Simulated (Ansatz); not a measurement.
`[F][Y]([F])[F]`. Charge 0, multiplicity 1. Y takes the def2 core potential. Geometry: relaxed with PBE0-D4/def2-TZVP.

```xyz
4

F    -0.051    1.160    1.624
Y     0.000    0.000    0.000
F    -0.972    0.554   -1.654
F     1.022   -1.715    0.029
```

Q: What is the dipole moment at r2SCAN/def2-TZVPP? (Estimate.)

A: Computed: 0.00 D, zero by symmetry or nearly so.

Q: Give the Mulliken charges with r2SCAN, PBE, ωB97M-V in def2-TZVPP. (Best estimate.)

A: The calculation gave: 
```
atom  r2SCAN    PBE  ωB97M-V
  F1   -0.49  -0.44    -0.48
  Y2    1.47   1.31     1.43
  F3   -0.49  -0.44    -0.48
  F4   -0.49  -0.44    -0.48
```
